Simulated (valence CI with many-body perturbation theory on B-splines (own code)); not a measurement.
Energy levels of Sm³¹⁺

Method: valence CI with perturbative core correlation (CI+MBPT): three valence electrons over a frozen Dirac-Fock core [Ar] 3d10, radial functions for each j: 11 s, 11 p, 10 d, 8 f, 5 g, 2 h, with the one-electron correlation potential Σ1, the two-electron term Σ2, the three-electron term Σ3, Breit, model QED; selected CI, second order for the rest, scaled by the run's own slope (own B-spline code, finite nucleus).

No measured spectrum was set against this ion. As an estimate, large intervals hold to a few tenths of a per cent, small ones and those within an open d or f shell to about a per cent.

Levels 91 to 135 of 178, with energies above the lowest level, (4s^2 4p1/2) J=1/2. "Leading %" is the weight of the configuration and term that name the level; weights of strongly mixed levels are sums over their largest components and can fall short. In the jj column 3d3/2^4 stands for four electrons in 3d with j = 3/2. Lifetimes count E1, E2, E3, M1 and M2 decay at the calculated energies, and are blank where another channel may lead or the interval is too uncertain; long ones can be off by a factor of two.

| No. | Configuration | Term | J | E (Ry) | Leading % | Lifetime | Second component | Leading jj |
| --- | --- | --- | --- | --- | --- | --- | --- | --- |
| 91 | 4s 4p 4f | 4F | 7/2 | 28.507 | 50 | 2.26 ps | 16 % 4s 4p 4f 4G | 4s 4p3/2 4f5/2 (60 %) |
| 92 | 4s 4p 4f | 4F | 9/2 | 28.539 | 36 | 2.22 ps | 30 % 4s 4d2 4F | 4s 4p3/2 4f7/2 (38 %) |
| 93 | 4s 4p 4f | 4D | 3/2 | 28.563 | 79 | 3.35 ps | 14 % 4s 4p 4f 4F | 4s 4p3/2 4f5/2 (81 %) |
| 94 | 4s 4p 4f | 4D | 1/2 | 28.578 | 99 | 3.81 ps |  | 4s 4p3/2 4f5/2 (99 %) |
| 95 | 4s 4d2 | 2D | 5/2 | 28.613 | 30 | 2.41 ps | 26 % 4s 4p 4f 4D | 4s 4d5/2^2 (47 %) |
| 96 | 4s 4d2 | 2F | 5/2 | 28.689 | 58 | 1.90 ps | 18 % 4s 4p 4f 2D | 4s 4d3/2 4d5/2 (40 %) |
| 97 | 4s 4p 4f | 2F | 7/2 | 28.860 | 49 | 2.40 ps | 20 % 4s 4p 4f 4D | 4s 4p3/2 4f7/2 (70 %) |
| 98 | 4s 4p 4f | 2F | 5/2 | 29.026 | 54 | 1.98 ps | 9 % 4s 4d2 2D | 4s 4p3/2 4f5/2 (43 %) |
| 99 | 4s 4d2 | 2F | 7/2 | 29.047 | 52 | 2.77 ps | 26 % 4s 4p 4f 2F | 4s 4d5/2^2 (38 %) |
| 100 | 4s 4d2 | 2P | 1/2 | 29.142 | 51 | 1.26 ps | 27 % 4s 4d2 2S | 4s 4d3/2 4d5/2 (51 %) |
| 101 | 4s 4p 4f | 2G | 9/2 | 29.447 | 84 | 2.33 ps | 13 % 4s 4d2 2G | 4s 4p3/2 4f7/2 (54 %) |
| 102 | 4s 4p 4f | 2D | 3/2 | 29.555 | 54 | 1.98 ps | 11 % 4s 4d2 2D | 4s 4p3/2 4f7/2 (46 %) |
| 103 | 4s 4d2 | 2S | 1/2 | 29.720 | 56 | 1.74 ps | 30 % 4s 4d2 2P | 4s 4d5/2^2 (76 %) |
| 104 | 4s 4d2 | 2P | 3/2 | 29.736 | 55 | 1.59 ps | 14 % 4s 4p 4f 2D | 4s 4d5/2^2 (52 %) |
| 105 | 4s 4p 4f | 2G | 9/2 | 29.982 | 55 | 1.49 ps | 26 % 4s 4d2 2G | 4s 4p3/2 4f7/2 (52 %) |
| 106 | 4s 4p 4f | 2F | 7/2 | 30.007 | 31 | 1.26 ps | 26 % 4s 4p 4f 2G | 4s 4p3/2 4f5/2 (46 %) |
| 107 | 4s 4p 4f | 2D | 5/2 | 30.041 | 72 | 1.87 ps | 10 % 4s 4d2 2D | 4s 4p3/2 4f7/2 (78 %) |
| 108 | 4s 4p 4f | 2D | 3/2 | 30.057 | 67 | 1.55 ps | 16 % 4p2 4d 2D | 4s 4p3/2 4f5/2 (62 %) |
| 109 | 4s 4p 4f | 2F | 5/2 | 30.171 | 32 | 1.24 ps | 13 % 4s 4p 4f 2D | 4s 4p3/2 4f5/2 (38 %) |
| 110 | 4s 4p 4f | 2G | 7/2 | 30.213 | 45 | 1.48 ps | 21 % 4s 4d2 2G | 4s 4p3/2 4f7/2 (36 %) |
| 111 | 4p2 4f | 4G° | 5/2 | 31.146 | 28 | 8.17 ps | 18 % 4p2 4f 2F° | 4p1/2^2 4f5/2 (71 %) |
| 112 | 4p2 4f | 2F° | 7/2 | 31.439 | 28 | 6.82 ps | 17 % 4p2 4f 2G° | 4p1/2^2 4f7/2 (89 %) |
| 113 | 4p 4d2 | 4G° | 5/2 | 31.984 | 51 | 3.07 ps | 17 % 4p 4d2 2F° | 4p1/2 4d3/2^2 (67 %) |
| 114 | 4p 4d2 | 4G° | 7/2 | 32.427 | 60 | 8.33 ps | 8 % 4p 4d2 4F° | 4p1/2 4d3/2 4d5/2 (88 %) |
| 115 | 4p 4d2 | 2D° | 5/2 | 32.588 | 27 | 5.50 ps | 17 % 4p 4d2 4D° | 4p1/2 4d3/2 4d5/2 (84 %) |
| 116 | 4p 4d2 | 2H° | 9/2 | 32.628 | 43 | 10.1 ps | 19 % 4p 4d2 2G° | 4p1/2 4d3/2 4d5/2 (80 %) |
| 117 | 4p 4d2 | 2D° | 3/2 | 32.680 | 37 | 3.21 ps | 29 % 4p 4d2 4D° | 4p1/2 4d3/2 4d5/2 (71 %) |
| 118 | 4p 4d2 | 4D° | 1/2 | 32.681 | 56 | 2.57 ps | 27 % 4p 4d2 2P° | 4p1/2 4d3/2^2 (91 %) |
| 119 | 4p 4d2 | 4P° | 1/2 | 32.881 | 51 | 3.79 ps | 26 % 4p 4d2 2S° | 4p1/2 4d3/2 4d5/2 (98 %) |
| 120 | 4p 4d2 | 2D° | 3/2 | 32.916 | 28 | 1.67 ps | 22 % 4p 4d2 4F° | 4p1/2 4d3/2^2 (72 %) |
| 121 | 4p 4d2 | 2G° | 7/2 | 33.254 | 18 | 4.94 ps | 17 % 4p 4d2 2F° | 4p1/2 4d5/2^2 (49 %) |
| 122 | 4p 4d2 | 4G° | 9/2 | 33.338 | 41 | 7.38 ps | 12 % 4p 4d2 4F° | 4p1/2 4d5/2^2 (68 %) |
| 123 | 4p 4d2 | 4F° | 5/2 | 33.359 | 22 | 1.99 ps | 19 % 4p 4d2 4D° | 4p1/2 4d3/2 4d5/2 (70 %) |
| 124 | 4p 4d2 | 4D° | 7/2 | 33.461 | 28 | 2.18 ps | 14 % 4p 4d2 2F° | 4p1/2 4d3/2 4d5/2 (48 %) |
| 125 | 4p 4d2 | 4D° | 3/2 | 33.531 | 42 | 2.29 ps | 18 % 4p 4d2 2D° | 4p1/2 4d3/2 4d5/2 (56 %) |
| 126 | 4p 4d2 | 4D° | 5/2 | 33.655 | 29 | 3.07 ps | 15 % 4p2 4f 4G° | 4p1/2 4d5/2^2 (51 %) |
| 127 | 4p2 4f | 2G° | 7/2 | 33.674 | 71 | 2.96 ps | 21 % 4p2 4f 4G° | 4p1/2 4p3/2 4f5/2 (81 %) |
| 128 | 4p 4d2 | 4P° | 3/2 | 33.761 | 47 | 2.33 ps | 22 % 4p 4d2 4S° | 4p1/2 4d5/2^2 (52 %) |
| 129 | 4p2 4f | 2D° | 5/2 | 33.836 | 34 | 2.51 ps | 20 % 4p2 4f 4G° | 4p1/2 4p3/2 4f5/2 (58 %) |
| 130 | 4p2 4f | 2H° | 11/2 | 33.850 | 52 | 6.65 ps | 33 % 4p2 4f 4G° | 4p1/2 4p3/2 4f7/2 (85 %) |
| 131 | 4p2 4f | 4G° | 9/2 | 33.852 | 48 | 3.08 ps | 15 % 4p2 4f 2H° | 4p1/2 4p3/2 4f7/2 (45 %) |
| 132 | 4p2 4f | 4F° | 5/2 | 33.915 | 36 | 3.48 ps | 36 % 4p2 4f 2F° | 4p1/2 4p3/2 4f5/2 (54 %) |
| 133 | 4p2 4f | 4F° | 9/2 | 33.917 | 48 | 3.37 ps | 42 % 4p2 4f 2G° | 4p1/2 4p3/2 4f7/2 (89 %) |
| 134 | 4p2 4f | 4G° | 7/2 | 33.920 | 27 | 3.32 ps | 23 % 4p2 4f 4D° | 4p1/2 4p3/2 4f7/2 (66 %) |
| 135 | 4p2 4f | 4F° | 3/2 | 33.943 | 71 | 2.55 ps | 13 % 4p2 4f 2D° | 4p1/2 4p3/2 4f5/2 (92 %) |

Where two levels of one J and parity lie close, their mixing, g and order are uncertain.
